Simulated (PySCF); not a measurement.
System: tetrabromosilane, SiBr4, charge 0, multiplicity 1. SMILES: Br[Si](Br)(Br)Br
Geometry: optimised at B3LYP-D3(BJ)/def2-TZVP (Ansatz).

Dispersion corrections to the total energy (kcal/mol) from the dftd3 and dftd4 libraries through PySCF: D3(BJ) without and D4 with the three-body term, each with the damping fitted for the functional named.

```tsv
functional	D3(BJ)	D4
LC-wPBE	-7.90	-8.67
revPBE	-14.11	[?]
HSE06	-6.09	[?]
B2PLYP	-7.54	-5.22
HF	-43.27	-21.16
r2SCAN	-1.79	-1.54
CAM-B3LYP	[?]	-6.96
```

Task: Complete the blanks.

Result: 
- revPBE, D4: -15.99
- HSE06, D4: -6.26
- CAM-B3LYP, D3(BJ): -7.18
